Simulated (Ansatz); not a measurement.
Consider the cleavage of the Si–In bond: `[CH3][In]([SH])[SiH2]O` + `C[SiH2]N` → `C[SiH2]N[SiH2]O` + `[CH3][InH][SH]`.

Program: Ansatz. Geometries: PBE0-D4/def2-TZVP. ΔE: electronic, gas phase. CBS: MP2 limit from def2 TZ/QZ plus the TZ coupled-cluster correction, frozen cores. Functionals use def2-TZVPP. B3LYP here is the variant with VWN-RPA as its local correlation; programs differ in this. def2 core potentials past Kr. For In outer-core shells are correlated without core-valence functions, which leaves a few kJ/mol of doubt a bond. One conformer a species, not always the lowest.

`[CH3][In]([SH])[SiH2]O`:

Cartesian coordinates in Å:
```
C 0.922 -1.818 -1.379
In 0.110 -0.124 -0.340
S -0.109 1.845 -1.732
Si -0.696 0.498 2.027
O -1.507 1.939 2.007
H 0.266 -2.072 -2.213
H 1.903 -1.555 -1.780
H 1.023 -2.683 -0.725
H 0.435 1.289 -2.827
H 0.478 0.548 2.949
H -1.649 -0.496 2.581
H -1.175 2.629 1.432
```

`C[SiH2]N`:

Z-matrix (Å, degrees):
```
C
Si 1 1.871
H 1 1.093 2 111.2
H 1 1.094 2 110.5 3 119.8
H 1 1.093 2 111.2 3 -120.4
N 2 1.720 1 116.4 3 60.2
H 2 1.489 1 108.4 3 -179.4
H 2 1.489 1 108.4 3 -60.3
H 6 1.007 2 120.7 1 73.7
H 6 1.007 2 120.7 1 -73.5
```

`C[SiH2]N[SiH2]O`:

Z-matrix (Å, degrees):
```
C
Si 1 1.865
H 1 1.093 2 110.6
H 1 1.092 2 110.9 3 120.3
H 1 1.093 2 111.0 3 -119.5
N 2 1.733 1 112.2 3 179.9
H 2 1.492 1 108.4 3 56.8
H 2 1.487 1 111.0 3 -62.3
Si 6 1.718 2 127.4 1 124.0
H 6 1.010 2 117.0 1 -58.4
O 9 1.646 6 114.5 2 70.0
H 9 1.488 6 105.7 2 -167.7
H 9 1.479 6 110.8 2 -46.1
H 11 0.958 9 117.5 6 57.2
```

`[CH3][InH][SH]`:

Z-matrix (Å, degrees):
```
C
In 1 2.143
H 1 1.090 2 110.4
H 1 1.092 2 109.4 3 -119.8
H 1 1.091 2 110.4 3 121.2
S 2 2.399 1 116.6 3 14.0
H 2 1.716 1 130.3 3 -166.4
H 6 1.343 2 94.4 1 -0.4
```

```json
{"level": "PBE-D4", "ΔE (kJ/mol)": "-40.7", "difference from CCSD(T)/CBS": "16.1"}
{"level": "r2SCAN-D4", "ΔE (kJ/mol)": "-53.5", "difference from CCSD(T)/CBS": "3.3"}
{"level": "B3LYP-D4", "ΔE (kJ/mol)": "-54.3", "difference from CCSD(T)/CBS": "2.5"}
{"level": "ωB97X-V", "ΔE (kJ/mol)": "-59.1", "difference from CCSD(T)/CBS": "-2.3"}
{"level": "PBE", "ΔE (kJ/mol)": "-38.9", "difference from CCSD(T)/CBS": "17.9"}
{"level": "r2SCAN", "ΔE (kJ/mol)": "-53.0", "difference from CCSD(T)/CBS": "3.8"}
{"level": "PBE0", "ΔE (kJ/mol)": "-46.4", "difference from CCSD(T)/CBS": "10.4"}
{"level": "CCSD/def2-TZVPP", "ΔE (kJ/mol)": "-61.7", "difference from CCSD(T)/CBS": "-4.9"}
{"level": "SCS-MP2/def2-QZVPP", "ΔE (kJ/mol)": "-61.6", "difference from CCSD(T)/CBS": "-4.8"}
{"level": "HF/CBS(def2)", "ΔE (kJ/mol)": "-74.2", "difference from CCSD(T)/CBS": "-17.4"}
{"level": "CCSD(T)/CBS", "ΔE (kJ/mol)": "-56.8", "difference from CCSD(T)/CBS": "0"}
```

Largest T1 diagnostic among the species: 0.013.

From PBE to PBE0 (25 % exact exchange), in def2-TZVPP and without D4, ΔE moves by −7.5 kJ/mol. In def2-TZVPP, CCSD(T) changes the Hartree–Fock value by +12.3 kJ/mol (the triples alone add +1.4 kJ/mol) and MP2 by +12.2 kJ/mol.
